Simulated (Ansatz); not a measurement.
Wavefunction ladder for CH₅ClNOTa, SMILES `[CH3][Ta](=[NH])([OH])[Cl]`

```xyz
10

C    -1.260   -0.697   -0.363
Ta    0.503    0.249    0.429
N     1.814   -0.674   -0.294
O     0.543    2.014   -0.286
Cl    0.444    0.057    2.740
H    -1.264   -0.709   -1.455
H    -1.297   -1.737   -0.021
H    -2.164   -0.186   -0.013
H     2.611   -1.122   -0.713
H     0.071    2.805   -0.024
```

The species carries charge 0 and has multiplicity 1. Correlated methods include outer-core shells of Ta, which these sets cover unevenly. Ta takes the def2 core potential. The structure was optimised at the PBE0-D4/def2-TZVP level. It is one conformer, not always the lowest. Frozen core, restricted reference, Ansatz.

```json
{"basis": "def2-SVP", "HF (Eh)": "-685.83648", "MP2 corr.": "-0.93972", "CCSD corr.": "-0.95081", "(T)": "-0.03667", "CCSD(T) total": "-686.82396"}
{"basis": "def2-TZVPP", "HF (Eh)": "-686.22776", "MP2 corr.": "-1.23767", "CCSD corr.": "-1.24171", "(T)": "-0.06090", "CCSD(T) total": "-687.53037"}
{"basis": "def2-QZVPP", "HF (Eh)": "-686.24957", "MP2 corr.": "-1.35288", "CCSD corr.": "–", "(T)": "–", "CCSD(T) total": "–"}
```
